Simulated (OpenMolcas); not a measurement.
A run on Fe4+ with 4 ligands (chloride) in tetrahedral coordination (Td) at 2.29 Å. Ligand basis ANO-RCC-VDZP.

| Item | Value |
| --- | --- |
| Program | OpenMolcas 26.06 |
| Method | SS-CASPT2, IPEA 0.25 Eh, imaginary shift 0.1 Eh (closed shells correlated: 3s 3p and the ligand valence shells) |
| Basis | ANO-RCC-VDZP [5s4p2d1f] |
| Scalar Hamiltonian | DKH2, point nucleus |
| Active space | 4 electrons in 5 orbitals (3d) |
| State averaging | 2S+1 = 5 even, 5 roots; 2S+1 = 3 even, 45 roots; 2S+1 = 1 even, 50 roots |
| Spin-orbit coupling | RASSI with atomic mean-field integrals over the reference wave functions |

First CASPT2 step and the start of its output:

```
&CASPT2
Multistate=5 1 2 3 4 5
NoMult
Frozen=25
IPEA=0.25
Imaginary=0.1
MaxIter=60
WThr=0.0 0.3 0.05
PrWF=0.5
NoMix
```

```
--- CASPT2 ---
Orbital specifications:
      -----------------------

      Symmetry species                           1
                                                 a
      Frozen orbitals                           25
      Inactive orbitals                         20
      Active orbitals                            5
      Secondary orbitals                        56
      Deleted orbitals                           0
      Number of basis functions                106
Type of calculation                        SS-CASPT2
      Fock operator                              state-specific
      IPEA shift                                 0.25
      Real shift                                 0.00
      Imaginary shift                            0.10
      The input orbitals will be transformed to quasi-canonical
Reference energy:       -3114.9281944827
      E2 (Non-variational):      -1.3110140390
      Shift correction:          -0.0181024110
      E2 (Variational):          -1.3291164500
      Total energy:           -3116.2573109327
      Residual norm:              0.0000005834
      Reference weight:           0.51697
      Contributions to the CASPT2 correlation energy
      Active & Virtual Only:         -0.0285918642
      One Inactive Excited:          -0.2891952109
      Two Inactive Excited:          -0.9932269639
Reference energy:       -3114.9281944824
      E2 (Non-variational):      -1.3109704643
      Shift correction:          -0.0181070719
      E2 (Variational):          -1.3290775361
      Total energy:           -3116.2572720186
      Residual norm:              0.0000005860
      Reference weight:           0.51696
      Contributions to the CASPT2 correlation energy
      Active & Virtual Only:         -0.0285922797
...
```

Over all roots the printed reference weights run from 0.13 to 0.58, and roots that are degenerate in the reference spread by up to 37000 cm-1.

Did the run give usable levels, and if not, why?

No. The equations converged, but the reference weight falls to 0.13 for at least one root against 0.58 for the best. A drop of that size marks an intruder state, so the energies of such roots and the levels built on them can't be trusted.
